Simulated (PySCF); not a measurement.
# Assigning NMR signals

Numbering as in the mapped SMILES `[O:1]=[CH:2][CH2:3][SiH:4]1[SiH2:5][SiH2:6][SiH2:7]1`; H(Xn) means a hydrogen on atom n. Ha(Si5), Ha(Si6), Ha(Si7) are cis to C3 on the ring; Hb(Si5), Hb(Si6), Hb(Si7) are trans to C3 on the ring.

Calculated, not measured (PySCF 2.14.0 with density-fitted response routines): shielding tensors at PBE0/pcSseg-1 (GIAO), coordinates at the GFN2-xTB level. One conformer, one averaged value for each set of equivalent atoms, isolated molecule, non-relativistic.

Scale: 13C (186.93 ppm), 1H (31.72 ppm) against TMS (reference shieldings calculated alike).

**Question.** Assign these signals to the numbered atoms. 13C{1H} NMR (computed): δ 213.4, 34.0.

**Answer.** 
| δ (ppm) | atoms | environment | reason |
| --- | --- | --- | --- |
| 213.4 | C2 | aldehyde carbonyl carbon | the double bond to the heteroatom, with no lone-pair donor beside it, deshields it most |
| 34.0 | C3 | sp3 CH2 bonded to Si, α to a carbonyl | the adjacent C=O deshields it moderately |

**Question.** Assign these signals to the numbered atoms. 1H NMR (500 MHz, computed): δ 10.33 (t, 1H), 4.96 (m, 1H), 4.37 (m, 2H), 4.27 (m, 2H), 4.23 (m, 1H), 4.11 (m, 1H), 2.58 (m, 2H).

**Answer.** 
10.33 → H(C2), hydrogen on an aldehyde carbonyl carbon: the C=O anisotropy and electron withdrawal place aldehyde protons far downfield
4.96 → H(Si4), hydrogen on a silicon bonded to C, 2 Si, in a 4-membered ring
4.37 → Ha(Si5)/Ha(Si7), hydrogen on a silicon bonded to 2 Si, in a 4-membered ring
4.27 → Hb(Si5)/Hb(Si7), hydrogen on a silicon bonded to 2 Si, in a 4-membered ring
4.23 → Ha(Si6), hydrogen on a silicon bonded to 2 Si, in a 4-membered ring
4.11 → Hb(Si6), hydrogen on a silicon bonded to 2 Si, in a 4-membered ring
2.58 → H(C3), hydrogen on an sp3 CH2 bonded to Si, α to a carbonyl: α to C=O

Ha(Si5)/Ha(Si7) and Hb(Si5)/Hb(Si7); Hb(Si5)/Hb(Si7) and Ha(Si6); Ha(Si6) and Hb(Si6) lie closer than the usual error of such a calculation, so a measured spectrum could show them in the other order.

Shifts are as computed. Against solution values, carbons near 30 ppm lie about +3 ppm off and those near 130 ppm about +5 ppm. Of 1309 compounds with measured shifts, 239 miss one by over three times the rms of a fit or turn the order of signals round; such compounds aren't used in these exercises. No couplings were computed; multiplicities are counted from neighbouring protons, with m where these are inequivalent, close in shift, in a saturated or five-membered ring or joined by F or P, and br s for small geminal =CH2 splittings.
